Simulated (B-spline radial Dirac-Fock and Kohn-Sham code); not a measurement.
**Widths and yields of inner-shell holes in Kr**

System: neutral krypton, [Ar] 3d10 4s2 4p6.

Level of theory: a relativistic independent-particle model: LDA orbitals of the hole state, radiative multipoles to third order, Auger rates from the Coulomb interaction with a continuum orbital, Dirac-Fock energies; an atomic code on a B-spline grid.

Partial widths are in eV. Coster-Kronig decay leaves a hole in the same principal shell; its rates are the weakest part of the model, often 1.5 to 2.5 times too large and more for N holes. Holes without an open Auger channel, or with an unreliable SCF state, are not listed.

| hole | radiative | Auger | Coster-Kronig | total | fluorescence yield | lifetime (fs) | recommended width | tabulated yield |
| --- | --- | --- | --- | --- | --- | --- | --- | --- |
| K (1s) | 1.72 | 0.938 | 0 | 2.66 | 0.647 | 0.247 | 2.71 | 0.652 |
| L1 (2s) | 0.0179 | 0.760 | 7.05 | 7.83 | ? | ? | 3.75 | ? |
| L2 (2p1/2) | 0.0258 | 1.11 | 0.118 | 1.25 | 0.0206 | 0.525 | 1.25 | 0.0200 |
| L3 (2p3/2) | 0.0252 | 1.17 | 0 | 1.20 | 0.0211 | 0.550 | 1.19 | 0.0220 |
| M1 (3s) | 0.000203 | 0.0704 | 5.70 | 5.77 | 3.52e-05 | 0.114 | 3.50 | – |
| M2 (3p1/2) | 0.000320 | 0.0762 | 2.75 | 2.83 | 0.000113 | 0.233 | 1.60 | – |
| M3 (3p3/2) | 0.000287 | 0.0777 | 2.53 | 2.61 | 0.000110 | 0.253 | 1.10 | – |
| M4 (3d3/2) | 6.94e-06 | 0.0812 | 0 | 0.0812 | 8.55e-05 | 8.10 | 0.0700 | – |
| M5 (3d5/2) | 6.52e-06 | 0.0833 | 0 | 0.0833 | 7.82e-05 | 7.90 | 0.0720 | – |

Question: What are the fluorescence yield and the lifetime of the L1 (2s) hole?

Answer: The yield is the radiative width over the total, 0.00229, and the lifetime is ħ/Γ = 0.0841 fs. The tabulated yield is 0.00410.

Recommended widths: Campbell and Papp, At. Data Nucl. Data Tables 77, 1 (2001); yields: xraylib tables; both refer to the element in its standard state. The computed width differs most for M3 (3p3/2), where it is 2.37 times the recommended value. Rates with slow emitted electrons, as in Coster-Kronig decay, are the weakest part of an independent-particle model: such widths often come out 1.5 to 2.5 times too large, more for N holes, and a channel near threshold can open or close.
